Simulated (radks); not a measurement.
Problem. These are the eigenvalues of the occupied orbitals of an atom or ion with whole-number occupations (eV). Calculated with a radial shooting solver on a logarithmic mesh with Libxc functionals: non-relativistic Kohn-Sham, LDA (Slater exchange, Perdew-Zunger correlation), spin-unpolarised, spherical densities, point nucleus.

| orbital | eigenvalue |
|---|---|
| 1s | -2754.459 |
| 2s | -272.5714 |
| 2p | -214.1812 |
| 3s | -39.0728 |
| 3p | -26.1789 |
| 4p | -5.9964 |

Which element is it, and in what charge state? The configuration may be excited.

Solution. Z = 17, chlorine, charge +1: Cl+ in [Ne] 3s1 3p4 4p1. The list shows which subshells hold electrons but not how many an open one holds; the 1s level, -101.22 hartree, gives Z - s = 14.2 by -(Z - s)^2/2, which with screening narrows Z to a few neighbours, and the depths of the outer levels then fix element, charge and occupations together.
